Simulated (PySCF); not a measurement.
# NMR problem set

A single conformation, in vacuum, averaged over atoms made equivalent by symmetry, fast rotation or ring inversion, non-relativistic Hamiltonian. σ from GIAO-PBE0/pcSseg-1; GFN2-xTB geometry; PySCF.

δ = σ(ref) − σ, references computed at the same level: TMS for ¹H, ¹³C. Where no couplings were computed, multiplicities follow the n + 1 count of equivalent neighbours, and m marks all less simple cases (inequivalent or close neighbours, rings, F or P nearby). Shifts are as computed. Against solution values, carbons near 30 ppm lie about +3 ppm off and those near 130 ppm about +5 ppm; carbons on Cl a further +6 ppm (rms about the fit 2.1 ppm; single classes can miss by 10 ppm). Of 1328 compounds with measured shifts, 309 miss one by over three times the rms of a fit or turn the order of signals round; such compounds aren't used in these exercises. Signals without a measured value on file couldn't be tested in this way; 1H shifts scatter by 0.2 ppm about their fit, and single ones miss by 0.5 ppm. Carbons bonded to Cl come out too deshielded. OH and NH positions are gas-phase values without hydrogen bonding to other molecules.

**Question.** C4H4O4. ¹H NMR (300 MHz, computed): δ 4.12 (br s, 1H), 2.23 (s, 3H). ¹³C{¹H} NMR (computed): δ 153.8 (C), 152.4 (C), 117.9 (C), 10.4 (CH3). Identify the compound.

**Answer.** `InChI=1S/C4H4O4/c1-2-3(5)8-4(6)7-2/h5H,1H3`. Rings plus π bonds: 3 (1 ring in the answer). 4 carbon signals for 4 carbons: no two carbons are equivalent. Carbon types of the structure: 3 × C, 1 × CH3, leaving 1 H on heteroatoms. δC 153.8, 117.9: unsaturated ring carbon. δC 152.4: ring carbonyl carbon. δC 10.4: methyl carbon on an unsaturated ring; aliphatic region, no heteroatom directly attached. δH 4.12: hydrogen on a phenol-type oxygen; exchangeable, gas-phase position.

The data come from this structure; uniqueness wasn't tested.

**Question.** C4H4ClNO. ¹H NMR (400 MHz, computed): δ 6.98 (s, 1H), 2.55 (s, 3H). ¹³C{¹H} NMR (computed): δ 164.6 (C), 147.0 (C), 130.9 (CH), 16.9 (CH3). Identify the compound.

**Answer.** `c1nc(C)oc1Cl`. The formula gives 3 degrees of unsaturation (1 ring in the answer). 4 carbon signals for 4 carbons: no two carbons are equivalent. Carbon types of the structure: 2 × C, 1 × CH, 1 × CH3, which accounts for all hydrogens. δC 164.6: substituted aromatic carbon next to the ring oxygen. δC 147.0: aromatic carbon bearing chlorine. δC 130.9: aromatic CH next to a ring nitrogen. δH 6.98: hydrogen on an aromatic CH next to a ring nitrogen; aromatic region.

This is the structure that produced the data.
